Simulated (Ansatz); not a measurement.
Reactions of CH7ClSi2 (`[SiH3][SiH2]CCl`).

Computed with Ansatz on PBE0-D4/def2-TZVP structures; ΔE is electronic, products minus reactants. CBS: MP2 limit from def2 TZ/QZ plus the TZ coupled-cluster correction, frozen cores. This one scheme is used for every species, atoms too. Functionals use def2-TZVPP. Open shells (•) are unrestricted, without spin–orbit coupling. Spin–orbit coupling would lower the free atoms: a little for C, Cl, Si. def2 core potentials past Kr. For Ge, Se, Sn, Te outer-core shells are correlated without core-valence functions, so the limit isn't a true one: a few kJ/mol of doubt a bond, and 10 to 20 or more in all where bonds break to atoms. Scalar relativity is left out up to krypton. One conformer a species, not always the lowest.

```
                                                                                                       reaction  ωB97X-V (kcal/mol)  ωB97M-V (kcal/mol)
                                                                      `[SiH3][SiH2]CCl` + H₂ → disilane + `CCl`                -8.5                -7.8
                                                    `[SiH3][SiH2]CCl` + `BNC=C` → `BN(C=C)[SiH2][SiH3]` + `CCl`                -8.9                -9.0
                                                             `[SiH3][SiH2]CCl` + H₂Se → `ClC[SiH2][SeH]` + SiH₄               -15.3               -16.6
                                                                  `[SiH3][SiH2]CCl` + H₂S → `S[SiH2]CCl` + SiH₄               -14.5               -15.8
                                           `[SiH3][SiH2]CCl` + `[NH2][GeH3]` → `[SiH3][SiH2][NH][GeH3]` + `CCl`               -14.9               -14.7
                                            `[SiH3][SiH2]CCl` + `[CH3][SnH3]` → `[CH3][SnH2][CH2]Cl` + disilane                 2.8                 3.0
                                                `[SiH3][SiH2]CCl` + `O[SiH2]S` → `O[SiH2]S[SiH2][SiH3]` + `CCl`               -16.9               -17.0
`[SiH3][SiH2]CCl` + `[SiH3][SiH2][SiH2][SiH2][GeH3]` → `[SiH3][SiH2][SiH2][SiH2][SiH2][SiH3]` + `Cl[CH2][GeH3]`                 4.0                 4.7
                                                                    `[SiH3][SiH2]CCl` → C• + Cl• + 7 H• + 2 Si•               820.4               815.2
                                                             `[SiH3][SiH2]CCl` + H₂Te → `ClC[SiH2][TeH]` + SiH₄               -14.7               -15.9
```

Task: Give the CCSD(T)/CBS values in the same order. (Best estimate.)

Result: The calculation gave: -7.4, -9.7, -16.5, -14.9, -15.0, 1.3, -17.4, 3.8, 815.1, -16.5 kcal/mol.

Largest T1 diagnostic: 0.014, for `[SiH3][SiH2][SiH2][SiH2][SiH2][SiH3]`.
